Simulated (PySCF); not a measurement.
## Relaxation of singlet BrOCl₃

Method: B3LYP in PySCF with Br def2-SVP, O def2-SVP, Cl def2-SVP; no relativity; density-fitted integrals. A (50,194) grid was used.

A start displaced from a saddle point along its imaginary mode, of Cs symmetry, held to at least that symmetry:

Coordinates in bohr (charge 0 multiplicity 1):
```
Br    0.0000   -0.7165    0.0950
O     0.0000   -3.8452   -0.2268
Cl    4.5167   -0.3966   -0.0237
Cl    0.0000    4.1690   -0.0633
Cl   -4.5167   -0.3966   -0.0237
```

(1) What forces act on the atoms at the start (eV/Å)?

(2) What does it relax to?

(3) How much energy is released, and in how many steps?

Answers

(1) 
```csv
atom,Fx,Fy,Fz
Br1,0.00,-0.22,1.01
O2,0.00,0.37,-0.48
Cl3,-0.06,0.01,-0.11
Cl4,0.00,-0.17,-0.31
Cl5,0.06,0.01,-0.11
```

(2) It ends at Cs with Br–Cl 2.320 Å, Br–Cl 2.404 Å (×2), Br–O 1.617 Å; Cl–Br–Cl 93.3° (×2), Cl–Br–Cl 161.7°, Cl–Br–O 96.9° (×2), Cl–Br–O 109.2° (after a last refinement on a finer grid). A frequency run shows a minimum. Other isomers or separated fragments may lie lower.

(3) 99.3 kJ/mol in 14 steps.
